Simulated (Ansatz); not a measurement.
Input for Ansatz (a first-principles code): R-CCSD(T)/def2-SVP on CH5NSn (SMILES [CH3][Sn][NH2]), a point of a torsion scan. Elements past Kr take the def2 small-core potentials; no spin–orbit coupling. The run froze 11 orbitals, filled d shells among them.

Ansatz 0.2 input:
```yaml
crystal:
  periodic: [false, false, false]
  atoms:
    - {symbol: C, position_ang: [1.39012832, -0.12837775, 0.11034021]}
    - {symbol: Sn, position_ang: [-0.25354552, 1.28101870, 0.77254409]}
    - {symbol: N, position_ang: [-1.73918070, 0.12540371, -0.02530009]}
    - {symbol: H, position_ang: [1.38269295, -0.28649853, -0.96816073]}
    - {symbol: H, position_ang: [2.38884132, 0.21548782, 0.38062230]}
    - {symbol: H, position_ang: [1.24265498, -1.10193875, 0.57754197]}
    - {symbol: H, position_ang: [-1.65334599, -0.47652822, -0.83104791]}
    - {symbol: H, position_ang: [-2.71903759, 0.35879522, 0.06130998]}
basis:
  gaussian:
    orbitals: def2-SVP
magnetization: {spin_polarized: false}
correlation: {method: ccsd_t, electrons: outside_noble_gas}
scf: {lower_state_search: off}
```

The head of its log:

```
WARN ansatz: RAYON_NUM_THREADS=1 ignored (pool sized by the plan → 1); use --threads N
Functional definition: HF
these checks for a lower state are left out or cut short: stability, starts, cluster_reference, orbital_swaps, neighbouring_geometries, increment
integrals: 0.07 GiB planned
893 factors; integrals over basis functions are off by at most 1.6e-3 eV
mean field: 0.16 GiB planned
mean field evaluation 1: about -8390.6674 eV, gradient 3.9e1 eV
mean field evaluation 2: about -8390.6748 eV, gradient 3.9e1 eV
mean field evaluation 4: about -8394.5348 eV, gradient 3.3e0 eV
mean field evaluation 8: about -8394.5865 eV, gradient 6.9e-4 eV
mean field -8394.58653268 eV, -308.4953650210 hartree, gradient 3.3e-6 eV, S^2 0.000000; 0 other end points of the search recorded, 0 dependent functions left out
11 core orbitals not correlated
reference -8394.58653268 eV, -308.4953650210 hartree; 9, 9 occupied and 59, 59 virtual orbitals, 893 factors
```

Question: What total energy does the run end on?

Answer: -308.9397 hartree (reference determinant -308.4954, T1 diagnostic 0.019).
